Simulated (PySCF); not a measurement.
W(CH)(OMe)3, C4H10O3W (singlet state).
Bonds: W1–C2, W1–O4, W1–O9, W1–O14, O4–C5, O9–C10, O14–C15. Hydrogens: H3 on C2; H6, H7, H8 on C5; H11, H12, H13 on C10; H16, H17, H18 on C15.

Computed by this run: PySCF, PBE0-D3(BJ)/def2-SVP geometry optimisation, gas phase, def2 core potentials past Kr; density fitting, grid level 1; the optimiser is geomeTRIC in internal coordinates, started from a GFN2-xTB structure with every atom displaced at random (about 0.03 Å).

Step 1: E = -12259.5828 eV
```
atom  x, y, z in Å  |  force x, y, z in eV/Å
W1      0.0065    0.0027   -0.2438   -0.144   0.492  -1.987
C2      0.0164   -0.0233    1.4680    0.178  -0.264   2.211
H3      0.0246   -0.0571    2.5572   -0.012   0.038   0.141
O4      1.6132   -0.7717   -0.8250   -0.336  -0.064  -0.374
C5      2.7000   -1.4570   -0.3529    1.260   0.112   0.645
H6      2.7358   -1.4774    0.7587   -0.146  -0.086  -0.211
H7      3.6448   -0.9655   -0.6786   -0.259  -0.072  -0.025
H8      2.7371   -2.4863   -0.7313   -0.155  -0.218  -0.067
O9     -0.1135    1.8070   -0.6918    0.085   0.181  -0.420
C10    -0.1335    3.0702   -0.1363   -0.284   0.462   0.047
H11    -0.1691    3.0265    0.9663    0.125   0.062  -0.011
H12    -1.0164    3.6285   -0.4943   -0.138  -0.108   0.071
H13     0.7298    3.6591   -0.4824    0.248  -0.070   0.169
O14    -1.5657   -0.8688   -0.7339   -0.318  -0.561  -0.313
C15    -2.5961   -1.6325   -0.1869   -0.320   0.930   0.382
H16    -2.5433   -1.6180    0.9212    0.081  -0.239  -0.169
H17    -2.5587   -2.6498   -0.5782   -0.013  -0.381  -0.021
H18    -3.5681   -1.1696   -0.4584    0.148  -0.215  -0.068
```

Step 2: E = -12259.6792 eV
```
atom  x, y, z in Å  |  force x, y, z in eV/Å
W1     -0.0120    0.0358   -0.3033    0.296  -0.371   1.731
C2      0.0324   -0.0327    1.4751   -0.049   0.071  -1.271
H3      0.0578   -0.0795    2.5715   -0.002   0.018  -0.148
O4      1.6041   -0.7743   -0.8540   -0.199   0.076  -0.159
C5      2.7023   -1.4519   -0.3400    0.220  -0.290   0.061
H6      2.7243   -1.4459    0.7633   -0.151   0.048   0.046
H7      3.6476   -1.0021   -0.6913   -0.093   0.083  -0.093
H8      2.6920   -2.5067   -0.6798   -0.022   0.139   0.045
O9     -0.1188    1.8489   -0.7405    0.017   0.247  -0.148
C10    -0.1340    3.1003   -0.1353   -0.042   0.344   0.007
H11    -0.1581    3.0224    0.9659    0.024  -0.059  -0.018
H12    -1.0246    3.6706   -0.4653    0.103  -0.107   0.031
H13     0.7629    3.6772   -0.4330   -0.089  -0.086   0.051
O14    -1.5779   -0.8836   -0.7781   -0.145  -0.228  -0.098
C15    -2.5977   -1.6347   -0.1862    0.059  -0.038  -0.059
H16    -2.5448   -1.5978    0.9137    0.122  -0.010   0.069
H17    -2.5314   -2.6883   -0.5181   -0.004   0.119   0.060
H18    -3.5803   -1.2409   -0.4870   -0.047   0.044  -0.107
```

Question: Estimate the geometry and energy of step 3. (The exact step hangs on the optimiser's Hessian estimate; all steps are aligned on step 2, rigid shifts and turns removed.)

Answer: E = -12259.7160 eV, largest force 0.346 eV/Å
```
atom  x, y, z in Å  |  force x, y, z in eV/Å
W1     -0.0108    0.0310   -0.3135   -0.133   0.246   0.037
C2      0.0378   -0.0355    1.4368   -0.021   0.013  -0.038
H3      0.0660   -0.0770    2.5308    0.003   0.004  -0.055
O4      1.5948   -0.7870   -0.8697   -0.185   0.044  -0.146
C5      2.6921   -1.4530   -0.3337    0.049  -0.148   0.086
H6      2.6904   -1.4087    0.7689   -0.018   0.016   0.028
H7      3.6282   -1.0029   -0.7031   -0.001   0.028  -0.027
H8      2.6782   -2.5154   -0.6411    0.005   0.087   0.015
O9     -0.1134    1.8707   -0.7512    0.047  -0.342   0.001
C10    -0.1270    3.1153   -0.1251    0.014   0.014   0.076
H11    -0.1480    3.0092    0.9733   -0.007   0.005   0.013
H12    -1.0168    3.6875   -0.4429    0.048  -0.024   0.002
H13     0.7746    3.6894   -0.4046   -0.055  -0.012  -0.005
O14    -1.5789   -0.9078   -0.7936    0.205   0.025  -0.029
C15    -2.5948   -1.6452   -0.1838    0.084  -0.052   0.011
H16    -2.5284   -1.5806    0.9150    0.003   0.000   0.039
H17    -2.5217   -2.7072   -0.4817   -0.013   0.070   0.019
H18    -3.5787   -1.2658   -0.5031   -0.027   0.026  -0.025
```

The energy changes by -0.0368 eV. The first-order estimate −F·Δx gives -0.0733 eV and the mean of the old and new forces, exact on a quadratic surface, -0.0363 eV. The step makes an angle of 76° with the force vector and moves no atom by more than 0.051 Å.

What follows is the cost of the whole optimisation. On one thread of an Arm Neoverse V1, shared host with 32 logical CPUs at a one-minute load of 15, this took 2.8 min of wall time and 0.73 GiB of memory at its peak.
